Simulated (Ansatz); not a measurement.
Molecule: CH3Te (charge 0, doublet). It need not be the lowest isomer of its formula. 
Structure (B3LYP-D3(BJ)/def2-TZVP (Ansatz, a program for electronic structure) minimum search):
```
C
H 1 1.0858
H 1 1.0858 2 111.46
H 1 1.0897 2 109.58 3 -121.46
Te 1 2.1607 2 109.81 4 -116.62
```
Charge 0, spin multiplicity 2.

Basis-set convergence of Hartree-Fock and CCSD correlation energies (hartree) with Ansatz. Valence correlation only, unless marked. UHF or UKS for open shells. Spin-orbit coupling is left out. The frozen core is the preceding noble-gas configuration, with the filled d and f shells of earlier blocks. Past Kr the def2 sets carry scalar-relativistic core potentials.

```json
[
 {"basis": "def2-SVP", "functions": "55", "E(HF)": "-306.56688", "E(corr, CCSD)": "-0.25647"},
 {"basis": "def2-TZVPP", "functions": "123", "E(HF)": "?", "E(corr, CCSD)": "?"}
]
```

Q: Complete the blanks.

A: 
- def2-TZVPP, E(HF): -306.62392
- def2-TZVPP, E(corr, CCSD): -0.32100
